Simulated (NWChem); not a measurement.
System: CH$_{3}$BeF; SMILES [F][Be][CH3]

```xyz
6

Be    -0.0004     0.1531     0.0000
F     -0.0008     1.5304     0.0000
C      0.0001    -1.5257     0.0000
H      0.3832    -1.9276    -0.9427
H     -1.0078    -1.9280     0.1397
H      0.6251    -1.9275     0.8031
```
Atoms are numbered in this order, from 1.

Computed with NWChem. Structure relaxed at the PBE0-D3(BJ)/def2-TZVP level. Level: PBE0/aug-cc-pVDZ; rows give the wavelength of the field.

Question: Among these, which field gives the highest value of “isotropic polarisability (bohr³)”?
A. 589 nm
B. 400 nm
C. static
D. 1065 nm

Answer: B, 400 nm. Values: static 28.0; 1065 nm 28.2; 589 nm 28.8; 400 nm 29.9
